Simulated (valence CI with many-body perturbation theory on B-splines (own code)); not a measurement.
## Level structure of Pt LXIV

Level of theory: valence CI with perturbative core correlation (CI+MBPT): five valence electrons over a frozen Dirac-Fock core [Ne], a basis of 11 s, 11 p, 10 d, 8 f, 5 g, 2 h functions for each j, with the one-electron correlation potential Σ1 (screened to all orders), the two-electron term Σ2, the three-electron term Σ3, Breit, model QED; selected single and double excitations, second order for the rest, scaled by the run's own slope (own B-spline code, finite nucleus).

The last digits are not significant, and no measured levels were compared; by estimate large intervals hold to a few tenths of a per cent, small ones and those within an open d or f shell to about a per cent. Among the levels kept, up to 3100 cm⁻¹ of a level comes from second order outside the variational space, and about a tenth of that is noise between levels of different J, which matters for small intervals.

Levels 46 to 90 of 173, with energies above the lowest level, (3s^2 3p1/2^2 3p3/2) J=3/2. "Leading %" is the weight of the configuration and term that name the level; weights of strongly mixed levels are sums over their largest components and can fall short. In the jj column 3d3/2^4 stands for four electrons in 3d with j = 3/2. Lifetimes count E1, E2, E3, M1 and M2 decay at the calculated energies, and are blank where another channel may lead or the interval is too uncertain; long ones can be off by a factor of two.

```
No.  Configuration  Term    J  E (eV)  Leading %     Second component  Lifetime      g                     Leading jj
 46     3s2 3p 3d2   4D°  3/2  1064.2         42  19 % 3s2 3p 3d2 2D°   1.69 ps  1.155  3s^2 3p1/2 3d3/2 3d5/2 (96 %)
 47     3s2 3p 3d2   4P°  1/2  1066.9         47  27 % 3s2 3p 3d2 4D°   1.88 ps  1.778  3s^2 3p1/2 3d3/2 3d5/2 (97 %)
 48     3s2 3p 3d2   2H°  9/2  1068.0         52  32 % 3s2 3p 3d2 2G°   2.57 ps  1.012  3s^2 3p1/2 3d3/2 3d5/2 (98 %)
 49         3s 3p4    4P  3/2  1086.4         70       16 % 3s 3p4 2D    579 fs  1.498        3s 3p1/2 3p3/2^3 (87 %)
 50     3s2 3p 3d2   4D°  5/2  1102.9         24  16 % 3s2 3p 3d2 4F°    129 fs  1.147  3s^2 3p1/2 3d3/2 3d5/2 (81 %)
 51         3s 3p4    2D  5/2  1106.4         62       25 % 3s 3p4 4P    567 fs  1.293        3s 3p1/2 3p3/2^3 (87 %)
 52     3s2 3p 3d2   2F°  7/2  1106.5         41  24 % 3s2 3p 3d2 2G°    161 fs  1.122  3s^2 3p1/2 3d3/2 3d5/2 (86 %)
 53     3s2 3p 3d2   2P°  3/2  1113.0         22  20 % 3s2 3p 3d2 4D°    124 fs  1.319  3s^2 3p1/2 3d3/2 3d5/2 (83 %)
 54         3s 3p4    2P  1/2  1127.6         46       27 % 3s 3p4 4P    306 fs  1.391        3s 3p1/2 3p3/2^3 (73 %)
 55     3s 3p2 3d2    4F  3/2  1128.4         24   21 % 3s 3p2 3d2 6G   1.09 ps  0.609      3s 3p1/2^2 3d3/2^2 (77 %)
 56         3s 3p4    2P  3/2  1130.6         30       21 % 3s 3p4 2D    317 fs  0.984        3s 3p1/2 3p3/2^3 (59 %)
 57     3s 3p2 3d2    4F  5/2  1139.9         23   11 % 3s 3p2 3d2 6G   9.10 ps  1.049      3s 3p1/2^2 3d3/2^2 (97 %)
 58     3s 3p2 3d2    4P  1/2  1162.0         44   22 % 3s 3p2 3d2 6D   6.98 ps  2.263      3s 3p1/2^2 3d3/2^2 (96 %)
 59     3s2 3p2 3d    2F  7/2  1174.7         44   27 % 3s2 3p2 3d 2G    329 fs  1.095      3s^2 3p3/2^2 3d3/2 (98 %)
 60     3s2 3p2 3d    2D  5/2  1176.6         26   23 % 3s2 3p2 3d 4D    214 fs  1.157      3s^2 3p3/2^2 3d3/2 (88 %)
 61     3s2 3p 3d2   4D°  7/2  1178.1         35  29 % 3s2 3p 3d2 2F°   1.15 ps  1.225      3s^2 3p1/2 3d5/2^2 (94 %)
 62     3s2 3p 3d2   2G°  9/2  1180.1         31  27 % 3s2 3p 3d2 4G°   1.61 ps  1.116      3s^2 3p1/2 3d5/2^2 (97 %)
 63     3s2 3p2 3d    4P  3/2  1181.7         22   19 % 3s2 3p2 3d 4D    144 fs  1.177      3s^2 3p3/2^2 3d3/2 (75 %)
 64     3s2 3p2 3d    4P  1/2  1183.7         39       17 % 3s 3p4 2P    128 fs  1.681      3s^2 3p3/2^2 3d3/2 (74 %)
 65     3s2 3p 3d2   2P°  3/2  1188.9         28  23 % 3s2 3p 3d2 2D°   1.06 ps  1.319      3s^2 3p1/2 3d5/2^2 (96 %)
 66     3s2 3p 3d2   2F°  5/2  1189.9         38  25 % 3s2 3p 3d2 2D°   1.27 ps  1.090      3s^2 3p1/2 3d5/2^2 (97 %)
 67     3s2 3p2 3d    2D  3/2  1199.3         67   11 % 3s2 3p2 3d 4F    207 fs  0.819      3s^2 3p3/2^2 3d3/2 (89 %)
 68     3s2 3p 3d2   2P°  1/2  1217.9         69  19 % 3s2 3p 3d2 4D°   1.04 ps  0.645      3s^2 3p1/2 3d5/2^2 (96 %)
 69     3s 3p2 3d2    4F  7/2  1243.7         27   16 % 3s 3p2 3d2 6G   2.92 ps  1.218  3s 3p1/2^2 3d3/2 3d5/2 (94 %)
 70     3s 3p2 3d2    4F  5/2  1248.6         21   16 % 3s 3p2 3d2 6G   2.59 ps  1.163  3s 3p1/2^2 3d3/2 3d5/2 (97 %)
 71     3s2 3p2 3d    2F  7/2  1250.3         48   38 % 3s2 3p2 3d 4D   49.3 ps  1.233      3s^2 3p3/2^2 3d5/2 (96 %)
 72     3s2 3p2 3d    4F  9/2  1251.9         62   36 % 3s2 3p2 3d 2G    156 ps  1.237      3s^2 3p3/2^2 3d5/2 (97 %)
 73     3s 3p2 3d2    4P  3/2  1255.9         29   26 % 3s 3p2 3d2 6D   2.38 ps  1.579  3s 3p1/2^2 3d3/2 3d5/2 (98 %)
 74     3s2 3p2 3d    2P  1/2  1262.4         58   25 % 3s2 3p2 3d 2S   6.60 ps  1.157      3s^2 3p3/2^2 3d5/2 (96 %)
 75     3s 3p2 3d2    4F  9/2  1264.1         27   21 % 3s 3p2 3d2 2G   2.27 ps  1.181  3s 3p1/2^2 3d3/2 3d5/2 (96 %)
 76     3s 3p2 3d2    2F  5/2  1265.6         24   13 % 3s 3p2 3d2 4G   2.35 ps  1.114  3s 3p1/2^2 3d3/2 3d5/2 (97 %)
 77     3s 3p2 3d2    2G  7/2  1272.9         32   24 % 3s 3p2 3d2 4H   2.31 ps  0.927  3s 3p1/2^2 3d3/2 3d5/2 (98 %)
 78     3s 3p2 3d2    2D  3/2  1273.3         20   15 % 3s 3p2 3d2 2P   2.37 ps  1.079  3s 3p1/2^2 3d3/2 3d5/2 (95 %)
 79     3s 3p2 3d2    2P  1/2  1280.2         35   22 % 3s 3p2 3d2 4D   2.18 ps  1.215  3s 3p1/2^2 3d3/2 3d5/2 (96 %)
 80     3s2 3p2 3d    2D  5/2  1284.3         74   17 % 3s2 3p2 3d 4D    203 ps  1.197      3s^2 3p3/2^2 3d5/2 (98 %)
 81     3s2 3p2 3d    2P  3/2  1296.8         44   25 % 3s2 3p2 3d 2D   1.16 ps  1.191      3s^2 3p3/2^2 3d5/2 (95 %)
 82      3s 3p3 3d   6D°  3/2  1298.8         25   18 % 3s 3p3 3d 4D°   1.06 ps  1.263  3s 3p1/2 3p3/2^2 3d3/2 (81 %)
 83     3s2 3p2 3d    2D  5/2  1302.5         51   20 % 3s2 3p2 3d 4P    940 fs  1.181      3s^2 3p3/2^2 3d5/2 (94 %)
 84      3s 3p3 3d   6D°  1/2  1308.9         45   21 % 3s 3p3 3d 4D°    892 fs  2.109  3s 3p1/2 3p3/2^2 3d3/2 (97 %)
 85      3s 3p3 3d   4F°  5/2  1310.8         37   26 % 3s 3p3 3d 6D°   1.14 ps  1.214  3s 3p1/2 3p3/2^2 3d3/2 (95 %)
 86      3s 3p3 3d   4G°  7/2  1323.4         34   22 % 3s 3p3 3d 4F°    830 fs  1.179  3s 3p1/2 3p3/2^2 3d3/2 (96 %)
 87            3p5   2P°  3/2  1327.7         52   10 % 3s 3p3 3d 6D°    290 fs  1.289         3p1/2^2 3p3/2^3 (52 %)
 88      3s 3p3 3d   2G°  9/2  1338.8         45   40 % 3s 3p3 3d 4G°    916 fs  1.148  3s 3p1/2 3p3/2^2 3d3/2 (97 %)
 89      3s 3p3 3d   4F°  3/2  1347.0         44   20 % 3s 3p3 3d 2D°    354 fs  0.789  3s 3p1/2 3p3/2^2 3d3/2 (89 %)
 90      3s 3p3 3d   4D°  7/2  1355.5         30   25 % 3s 3p3 3d 2F°    294 fs  1.220  3s 3p1/2 3p3/2^2 3d3/2 (86 %)
```

Where two levels of one J and parity lie close, their mixing, g and order are uncertain.
